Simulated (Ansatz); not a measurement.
Input for Ansatz (a program for electronic structure): R-RI-MP2/cc-pVQZ on BFH2OSe (SMILES OB(F)[SeH]), a point of a torsion scan. Files ending in .json are basis or fitting sets from the Basis Set Exchange. The run froze 17 orbitals, filled d shells among them.

Ansatz 0.2 input:
```yaml
crystal:
  periodic: [false, false, false]
  atoms:
    - {symbol: O, position_ang: [-0.94745551, -0.78245663, 0.25925206]}
    - {symbol: B, position_ang: [-0.20591817, 0.30314549, 0.10914452]}
    - {symbol: F, position_ang: [-0.67694784, 1.38332505, -0.51226044]}
    - {symbol: Se, position_ang: [1.64831196, 0.23221313, 0.64497368]}
    - {symbol: H, position_ang: [-1.84537829, -0.78906617, -0.07503578]}
    - {symbol: H, position_ang: [1.82331714, 1.64713436, 0.84367914]}
basis:
  gaussian:
    orbitals: cc-pVQZ
    fitting: {mean_field: def2-universal-JKFIT, correlation: cc-pVQZ-RIFIT.json}
magnetization: {spin_polarized: false}
correlation: {method: mp2, electrons: outside_noble_gas}
scf: {lower_state_search: off}
```

It printed:

```
WARN ansatz: RAYON_NUM_THREADS=1 ignored (pool sized by the plan → 1); use --threads N
Functional definition: HF
these checks for a lower state are left out or cut short: stability, starts, cluster_reference, orbital_swaps, neighbouring_geometries, increment
integrals: 0.38 GiB planned
531 factors; integrals over basis functions are off by at most 4.9e0 eV
mean field: 0.62 GiB planned
mean field evaluation 1: about -70754.3207 eV, gradient 4.0e1 eV
mean field evaluation 2: about -70756.4054 eV, gradient 2.4e1 eV
mean field evaluation 4: about -70757.2154 eV, gradient 6.6e-1 eV
mean field -70757.21859921 eV, -2600.2798225557 hartree, gradient 2.0e-6 eV, S^2 0.000000; 0 other end points of the search recorded, 0 dependent functions left out
17 core orbitals not correlated
732 factors; their error is unknown
reference -70757.21859921 eV, -2600.2798225557 hartree; 12, 12 occupied and 264, 264 virtual orbitals, 732 factors
second order -21.80897719 eV of doubles, -0.00000000 eV of singles
Total energy: -70779.02757641 eV, -2601.0812876849 hartree
Checks for a lower state left out: stability, starts, cluster_reference, orbital_swaps, neighbouring_geometries, increment
```

Self-consistency was reached.

Cost: roughly 4 core-seconds.
